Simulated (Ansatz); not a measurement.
Input for Ansatz (a first-principles code): R-CCSD(T)/cc-pVDZ on H2O (SMILES O).

Ansatz 0.2 input:
```yaml
crystal:
  periodic: [false, false, false]
  atoms:
    - {symbol: O, position_ang: [-0.00000000, -0.00000000, 0.38961139]}
    - {symbol: H, position_ang: [-0.00000000, 0.76498632, -0.19485569]}
    - {symbol: H, position_ang: [0.00000000, -0.76498632, -0.19485569]}
basis:
  gaussian:
    orbitals: cc-pVDZ
magnetization: {spin_polarized: false}
correlation: {method: ccsd_t, electrons: outside_noble_gas}
scf: {lower_state_search: off}
```

Output:

```
WARN ansatz: RAYON_NUM_THREADS=8 ignored (pool sized by the plan → 8); use --threads N
Functional definition: HF
these checks for a lower state are left out or cut short: stability, starts, cluster_reference, orbital_swaps, neighbouring_geometries, increment
integrals: 0.00 GiB planned
217 factors; integrals over basis functions are off by at most 1.1e-3 eV
mean field: 0.04 GiB planned
mean field evaluation 1: about -2067.1951 eV, gradient 3.0e1 eV
mean field evaluation 2: about -2067.1953 eV, gradient 3.0e1 eV
mean field evaluation 4: about -2068.7778 eV, gradient 1.4e0 eV
mean field evaluation 8: about -2068.7851 eV, gradient 1.5e-5 eV
mean field -2068.78506534 eV, -76.0264488783 hartree, gradient 2.5e-6 eV, S^2 0.000000; 0 other end points of the search recorded, 0 dependent functions left out
1 core orbitals not correlated
reference -2068.78506534 eV, -76.0264488783 hartree; 4, 4 occupied and 19, 19 virtual orbitals, 217 factors
second order -5.49506526 eV of doubles, -0.00000000 eV of singles
coupled cluster: 0.05 GiB planned
cycle   1  -5.63524644 eV  change   -1.4e-1 eV  update   3.3e-2
cycle   2  -5.74219518 eV  change   -1.1e-1 eV  update   1.0e-2
cycle   3  -5.75573885 eV  change   -1.4e-2 eV  update   3.1e-3
cycle   4  -5.75555092 eV  change    1.9e-4 eV  update   6.4e-4
cycle   5  -5.75579332 eV  change   -2.4e-4 eV  update   2.2e-4
cycle   6  -5.75574463 eV  change    4.9e-5 eV  update   7.6e-5
cycle   7  -5.75573123 eV  change    1.3e-5 eV  update   1.9e-5
cycle   8  -5.75572770 eV  change    3.5e-6 eV  update   2.9e-6
perturbative correction -0.08304353 eV, -0.0030517933 hartree
Total energy: -2074.62383657 eV, -76.2410197633 hartree
Checks for a lower state left out: stability, starts, cluster_reference, orbital_swaps, neighbouring_geometries, increment
```

The run converged.

Cost: about 1.1 core-seconds (a rough figure).
